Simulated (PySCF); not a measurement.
# S (sulfur, neutral) across methods

[Ne] 3s2 3p4, high-spin 3P determinant. Computed with PySCF 2.14 in aug-cc-pwCVQZ (10s9p7d5f3g, 134 functions), with no relativity, point nucleus.

| method | E (hartree) | mean ε 3s β (eV) | mean ε 3p α (eV) | mean ε 3p β (eV) | Σ⟨r²⟩ (bohr²) | ⟨S²⟩ |
| --- | --- | --- | --- | --- | --- | --- |
| r2SCAN | -398.0960 | -15.924 | -8.131 | -6.423 | 29.03 | 2.008 |
| PW91 | -398.1126 | -15.882 | -7.747 | -6.216 | 29.27 | 2.004 |
| LDA | -396.7442 | -16.052 | -7.746 | -6.171 | 29.38 | 2.003 |
| UHF | -397.51286 | -21.060 | -12.604 | -10.330 | 29.18 | 2.014 |
| PBEsol | -397.3142 | -15.796 | -7.668 | -6.083 | 29.28 | 2.004 |
| PBE0 | -397.9859 | -17.436 | -9.105 | -7.424 | 29.06 | 2.006 |
| PBE | -397.9520 | -15.825 | -7.705 | -6.162 | 29.28 | 2.004 |

(1) Estimate the same row for BHandHLYP.

Results:

(1) E (hartree) = -398.1328; mean ε 3s β (eV) = -19.045; mean ε 3p α (eV) = -10.266; mean ε 3p β (eV) = -8.579; Σ⟨r²⟩ (bohr²) = 29.11; ⟨S²⟩ = 2.006.
